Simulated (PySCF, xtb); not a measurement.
PbCl₃, SMILES [Cl][Pb-]([Cl])[Cl], charge -1.

GFN2-xTB run with xtb at its own geometry gives an orbital gap of 5.06 eV.

The structure is a stationary point at PBE0-D3(BJ)/def2-SVPD. The isomer is the one that the SMILES or the coordinates give; other isomers of the formula were not compared. The def2 effective core potentials stand for the cores of Pb; spin–orbit coupling is left out.

What does PBE0/def2-TZVPD (PySCF) give? (An estimate is asked for; the answer gives what the named calculation found.)

gap 5.73 eV (levels -3.38 and 2.35 eV).
